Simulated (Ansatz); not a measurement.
Consider the redistribution: `O[SiH2][GeH2][OH]` + `[NH2][GeH]` → `[NH2][GeH2][SiH2]O` + `[OH][GeH]`.

Program: Ansatz. Geometries: PBE0-D4/def2-TZVP. ΔE: electronic, gas phase. CBS: MP2 limit from def2 TZ/QZ plus the TZ coupled-cluster correction, frozen cores. Functionals use def2-TZVPP. B3LYP here is the variant with VWN-RPA as its local correlation; programs differ in this. For Ge outer-core shells are correlated without core-valence functions, which leaves a few kJ/mol of doubt a bond. Scalar relativity is left out up to krypton. Each species was taken in one conformer, which may not be the lowest.

`O[SiH2][GeH2][OH]`:

Z-matrix (Å, degrees):
```
Si
Ge 1 2.391
O 1 1.653 2 111.1
H 1 1.490 2 108.2 3 -123.0
H 1 1.482 2 110.4 3 117.0
O 2 1.793 1 104.5 3 167.8
H 2 1.546 1 114.4 3 -73.1
H 2 1.550 1 112.7 3 49.6
H 3 0.958 1 117.7 2 -66.3
H 6 0.959 2 112.6 1 174.0
```

`[NH2][GeH]`:

Z-matrix (Å, degrees):
```
N
Ge 1 1.816
H 1 1.008 2 121.9
H 1 1.007 2 125.6 3 180.0
H 2 1.602 1 92.6 3 180.0
```

`[NH2][GeH2][SiH2]O`:

Cartesian coordinates in Å:
```
N 0.888 -1.351 0.081
Ge -0.820 -0.645 0.435
Si -0.343 1.588 -0.289
O 1.156 1.352 -0.924
H 1.444 -1.487 0.916
H 0.861 -2.233 -0.414
H -1.808 -1.437 -0.442
H -1.193 -0.866 1.916
H -0.319 2.569 0.829
H -1.298 2.088 -1.314
H 1.432 0.424 -0.794
```

`[OH][GeH]`:

Cartesian coordinates in Å:
```
O 0.530 -0.653 0.043
Ge -0.328 0.889 -0.262
H 1.386 -0.672 -0.393
H -1.588 0.436 0.612
```

| level | ΔE (kJ/mol) | difference from CCSD(T)/CBS |
| --- | --- | --- |
| PBE-D4 | 3.8 | -6.4 |
| r2SCAN-D4 | 9.3 | -0.9 |
| PBE0-D4 | 8.1 | -2.1 |
| B3LYP-D4 | 9.8 | -0.4 |
| PBE | 6.1 | -4.1 |
| r2SCAN | 9.8 | -0.4 |
| PBE0 | 10.0 | -0.2 |
| B3LYP | 13.4 | 3.2 |
| HF/def2-TZVPP | 27.5 | 17.3 |
| MP2/def2-TZVPP | 9.3 | -0.9 |
| CCSD/def2-TZVPP | 12.6 | 2.4 |
| CCSD(T)/def2-TZVPP | 9.7 | -0.5 |
| HF/def2-QZVPP | 28.4 | 18.2 |
| SCS-MP2/def2-QZVPP | 13.2 | 3.0 |
| MP2/CBS(def2) | 9.9 | -0.3 |
| CCSD/CBS(def2) | 13.2 | 3.0 |
| CCSD(T)/CBS | 10.2 | 0 |

Largest T1 diagnostic among the species: 0.016.

From PBE to PBE0 (25 % exact exchange), in def2-TZVPP and without D4, ΔE moves by +3.9 kJ/mol. In def2-TZVPP, CCSD(T) changes the Hartree–Fock value by −17.8 kJ/mol (the triples alone add −3.0 kJ/mol) and MP2 by −18.2 kJ/mol.

CCSD(T)/CBS has its own doubt, a few kJ/mol and more with outer-core shells, so smaller differences from it don't rank the levels.
